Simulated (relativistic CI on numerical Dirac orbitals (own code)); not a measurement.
# Hyperfine structure of Pm59+, mass number 147

Calculated at this level of theory: Dirac-Coulomb-Breit CI, KLI orbitals optimised for each configuration, model QED (radiative potential, 1s self-energy scaled to tabulated hydrogen-like ionisation energies), unscaled Slater integrals (own radial code, finite nucleus).

CI space: 1s², 1s2s, 1s2p, 1s3s, 1s3p, 1s3d, 1s4s, 1s4p, 1s4d, 1s4f, 1s5s, 1s5p, 1s5d, 1s5f, 1s5g, 1s6s, 1s6p, 1s6d, 2s². Levels of other configurations are missing.

Nuclear spin I = 7/2, μ = 2.58 μN, Q = 0.74 b (tables of Stone and Pyykkö). The electronic factors are computed for point nuclear moments, without core polarisation or the Bohr-Weisskopf and QED corrections.

| Level | E (10³ cm⁻¹) | A (GHz) | B (GHz) |
| --- | --- | --- | --- |
| 1s2s ³S1 | 314217 | 33050 | -0.0146 |
| 1s2p ³P°1 | 314944 | 30320 | -29.5 |
| 1s2p ³P°2 | 320300 | 14780 | 709 |
| 1s2p ¹P°1 | 320626 | -14030 | 380 |
| 1s3s ³S1 | 374061 | 30240 | -0.0187 |
| 1s3p ³P°1 | 374258 | 29430 | -8.01 |
| 1s3p ³P°2 | 375851 | 14610 | 221 |
| 1s3d ³D2 | 375924 | 14580 | 43.6 |

Levels with J = 0, under 50 % of one LS term, or S terms without an open s electron are left out. Small factors come from cancelling terms and can be off by tens of per cent or more.

At this charge energies of transitions that change n are usually good to better than 1 %, and those within a shell (Δn = 0) to a few per cent.

Give the hyperfine levels of 1s2s ³S1 relative to its centre of gravity.

With K = F(F + 1) − I(I + 1) − J(J + 1), E = AK/2 + B[¾K(K + 1) − I(I + 1)J(J + 1)]/[2I(2I − 1)J(2J − 1)]: F = 5/2: -148700, F = 7/2: -33050, F = 9/2: 115700 GHz.

LS names give the leading component of a level, which can be under half, so a name can repeat, a term be missing and a line seem to break the LS rules.
